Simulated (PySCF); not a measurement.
C₆H₁₂N₂.
Cartesian coordinates in Å at the GFN2-xTB level; atoms count from 1:
```xyz
20
C6H12N2 angstrom
C     -2.2535   -1.4215    0.0448
C     -2.0389   -0.1723   -0.3621
N     -1.0757    0.6974    0.0997
C     -0.7721    1.8830   -0.6641
N      0.0154    0.2289    0.8551
C      0.9516   -0.5820    0.1170
C      2.2850   -0.8214    0.7517
C      2.1730    0.1035   -0.4219
H     -3.0913   -1.9784   -0.3302
H     -1.6237   -1.9287    0.7555
H     -2.7110    0.2870   -1.0744
H     -0.1912    1.6667   -1.5695
H     -0.1954    2.5529   -0.0285
H     -1.7010    2.3747   -0.9487
H     -0.3505   -0.2765    1.6586
H      0.5249   -1.3838   -0.4855
H      2.4541   -0.3777    1.7203
H      2.7545   -1.7836    0.6166
H      2.5637   -0.2167   -1.3756
H      2.2769    1.1592   -0.2298
```

ESP-fitted charges (e) from the PBE0/pcSseg-1 density (PySCF), one withheld:

```json
{"atom": "C1", "bonded to": "C2 H9 H10", "charge": "-0.6648"}
{"atom": "C2", "bonded to": "C1 N3 H11", "charge": "?"}
{"atom": "N3", "bonded to": "C2 C4 N5", "charge": "+0.0359"}
{"atom": "C4", "bonded to": "N3 H12 H13 H14", "charge": "-0.3808"}
{"atom": "N5", "bonded to": "N3 C6 H15", "charge": "-0.5840"}
{"atom": "C6", "bonded to": "N5 C7 C8 H16", "charge": "+0.2124"}
{"atom": "C7", "bonded to": "C6 C8 H17 H18", "charge": "-0.4742"}
{"atom": "C8", "bonded to": "C7 C6 H19 H20", "charge": "-0.1776"}
{"atom": "H9", "bonded to": "C1", "charge": "+0.2203"}
{"atom": "H10", "bonded to": "C1", "charge": "+0.2129"}
{"atom": "H11", "bonded to": "C2", "charge": "+0.1773"}
{"atom": "H12", "bonded to": "C4", "charge": "+0.1256"}
{"atom": "H13", "bonded to": "C4", "charge": "+0.1704"}
{"atom": "H14", "bonded to": "C4", "charge": "+0.1335"}
{"atom": "H15", "bonded to": "N5", "charge": "+0.3602"}
{"atom": "H16", "bonded to": "C6", "charge": "+0.0908"}
{"atom": "H17", "bonded to": "C7", "charge": "+0.1849"}
{"atom": "H18", "bonded to": "C7", "charge": "+0.1698"}
{"atom": "H19", "bonded to": "C8", "charge": "+0.0966"}
{"atom": "H20", "bonded to": "C8", "charge": "+0.1207"}
```

Question: What is the charge on C2?

Answer: The charges add up to the total charge, 0. The others sum to +0.0299, which leaves -0.0299 e for C2 (vinylic carbon bearing nitrogen); the computed value is -0.0297, the difference coming from rounding.

Question: Add each hydrogen's charge to the atom that carries it.

Answer: C1 -0.2316, C2 +0.1476, C4 +0.0487, N5 -0.2238, C6 +0.3032, C7 -0.1195, C8 +0.0397. Atoms without hydrogen keep their charges.

Question: Across which bond do the charges differ most?

Answer: H15–N5: +0.3602 on H15 against -0.5840 on N5, a difference of 0.9442 e. The lower charge is on the more electronegative element of the two (Pauling values: N 3.04, H 2.20).

Question: Take the bonds between elements whose Pauling electronegativities differ by more than 0.25. In how many does the more electronegative atom carry the lower charge?

Answer: In 12 of 15; it doesn't in C2–N3, N3–C4 and C6–H16.

Question: How much positive and how much negative charge does this set hold in all?

Answer: +2.3113 e on 14 atoms and -2.3111 e on 6.

The ESP scheme fits charges at the nuclei, held to the total charge, to the electrostatic potential on points at 1.4 to 2.0 times the van der Waals radii. Isolated species at its GFN2-xTB geometry (one conformer only).

The run behind these numbers computed NMR shieldings as well. Time: 35 s wall. Hardware: an Arm Neoverse V1 with one thread, shared host.
